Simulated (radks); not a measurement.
Values are calculated unless marked as measured or tabulated.
Valence configurations of Ni2+ (all share [Ar]). Level of theory: scalar-relativistic Kohn-Sham, LDA (Slater exchange, Perdew-Wang correlation), spin-polarised, spherical densities, point nucleus; open shells are filled with parallel spins first (a radial shooting solver on a logarithmic mesh with Libxc functionals). Energies are relative to 3d8; eigenvalues in eV for spin up.

valence,E (eV),moment (Bohr magnetons),e(3d),e(4p),e(4s)
3d8,0.000,2,-29.581,-,-
3d7.5 4s0.5,3.042,3,-33.045,-,-23.654
3d7.5 4p0.5,6.579,3,-33.729,-17.019,-
3d7 4s1,6.760,4,-36.701,-,-25.038
3d7 4p1,14.134,4,-38.040,-18.437,-
3d6 4s2,18.821,4,-44.645,-,-26.949
3d6.5 4p1.5,22.825,5,-42.525,-19.735,-
3d6 4p2,32.750,6,-47.177,-20.966,-
3d5.5 4p2.5,43.984,7,-51.989,-22.152,-
3d5 4p3,56.586,8,-56.952,-23.306,-

NIST lists [Ar] 3d8 as the ground configuration; this level of theory agrees among the configurations tried. The energies are those of spherical high-spin densities, not of single terms.
